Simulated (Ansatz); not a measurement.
Breaking the Si6–H7 bond in CH6BeSi (SMILES [CH3][Be][SiH3]) (multiplicity 1 held, fragments rigid). Energies count from the point at 1.489 Å.
Geometry at that point (charge 0, multiplicity 1):
```xyz
9

Be    -0.094     0.609    -0.432
C     -0.304     1.962    -1.393
H     -1.099     2.614    -1.016
H     -0.571     1.697    -2.422
H      0.606     2.571    -1.449
Si     0.179    -1.160     0.823
H      0.213    -2.419     0.029
H     -0.914    -1.321     1.822
H      1.452    -1.115     1.596
```

R- and RO- levels are restricted; in cc, def2 and unpolarised 6-31G sets they are followed outwards from rest. U- levels take the lowest unrestricted solution at each point, which mixes spins at long bonds. Active spaces are followed from a long bond inwards. Levels need not reach the same state.

Correlated levels freeze the cores.

Run with Ansatz (Gaussian orbitals). Values without a source in brackets are computed.

Energies in kJ/mol.

| R (Å) | U-HF/cc-pV(D+d)Z | R-SCS-MP2/cc-pV(D+d)Z | U-CCSD/cc-pV(D+d)Z | CASSCF(2,2)/cc-pV(D+d)Z | SC-NEVPT2 on CASSCF(2,2)/cc-pV(D+d)Z | FIC-MRCISD+Q on CASSCF(2,2)/cc-pV(D+d)Z |
|---|---|---|---|---|---|---|
| 1.192 | 124 | 123 | 123 | 132 | 128 | 123 |
| 1.340 | 25 | 25 | 25 | 30 | 28 | 25 |
| 1.489 | 0 | 0 | 0 | 0 | 0 | 0 |
| 1.638 | 16 | 15 | 14 | 9 | 12 | 14 |
| 1.787 | 53 | 51 | 49 | 38 | 43 | 48 |
| 2.011 | 125 | 120 | 115 | 96 | 104 | 112 |
| 2.234 | 198 | 192 | 182 | 155 | 166 | 176 |
| 2.606 | 259 | 298 | 275 | 235 | 249 | 261 |
| 2.979 | 280 | 379 | 330 | 287 | 300 | 314 |
| 3.426 | 288 | 443 | 352 | 317 | 330 | 344 |
| 4.021 | 290 | 479 | 358 | 331 | 343 | 357 |
| 4.766 | 291 | 462 | 359 | 334 | 346 | 360 |

Doubts at one or more of the structures used: a spin-contaminated determinant (U-HF/cc-pV(D+d)Z, U-CCSD/cc-pV(D+d)Z); a restricted determinant that unrestricted orbitals would lower (R-SCS-MP2/cc-pV(D+d)Z); T1 above 0.05 (U-CCSD/cc-pV(D+d)Z).

Ansatz is a first-principles code.
